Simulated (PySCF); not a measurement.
This script is equivalent to a calculation on Si²⁺ (silicon, charge +2).

```python
from pyscf import gto, scf, dft, mp, cc
import basis_set_exchange as bse
mol = gto.M(atom="Si 0 0 0", charge=2, spin=0, symmetry="D2h",
            basis=gto.basis.parse(bse.get_basis("6-31G*", elements=["Si"], fmt="nwchem", header=False)))
mf = dft.UKS(mol, xc="TPSS")
mf.irrep_nelec = {'Ag': (3, 3), 'B1u': (1, 1), 'B2u': (1, 1), 'B3u': (1, 1)}
mf.kernel()
```

Problem. What total energy does it give?

Solution. -288.458 hartree (calculated).

Problem. Which occupied shell lies highest, and where?

Solution. 3s, at -28.605 eV.
